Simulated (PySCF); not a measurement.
CH5AlClNO, SMILES [Al]([NH]C)([Cl])[OH]. Heavy atoms are numbered as in [Al:1]([Cl:2])([NH:3][CH3:4])[OH:9]. Hydrogens are named by the atom that carries them.

The structure is a stationary point at PBE-D3(BJ)/def2-SVP. The structure was generated by enumeration; whether it is a known compound was not checked. The values are those of a single conformer.

Method: PBE/pcSseg-1 run with PySCF.

GIAO shieldings, no solvent; atoms alike by connectivity are averaged. δ = σ(ref) − σ: ³⁵Cl against HCl (σ = 936.5 ppm); ¹⁵N against NH3 (σ = 267.0 ppm); ¹³C against TMS (σ = 182.0 ppm); ¹H against TMS (σ = 31.49 ppm); ¹⁷O against H2O (σ = 334.3 ppm), references at their B3LYP-D3(BJ)/def2-TZVP geometries, non-relativistic (without spin–orbit terms, shifts of atoms bonded to Cl or Br come out too high).

```
atoms     nucleus  count  δ (ppm)
--------  -------  -----  -------
Cl2          ³⁵Cl      1    -43.5
N3 (NH)       ¹⁵N      1     40.8
C4 (CH3)      ¹³C      1      ___
H on C4        ¹H      3     3.41
H on O9        ¹H      1     2.02
H on N3        ¹H      1      ___
O9 (OH)       ¹⁷O      1      ___
```

Question: Complete the blanks. (Estimate from the structure and the level; the computed values follow.)

Answer: 
- C4 (CH3), δ (ppm): 38.1
- O9 (OH), δ (ppm): 37.5
- H on N3, δ (ppm): 0.92
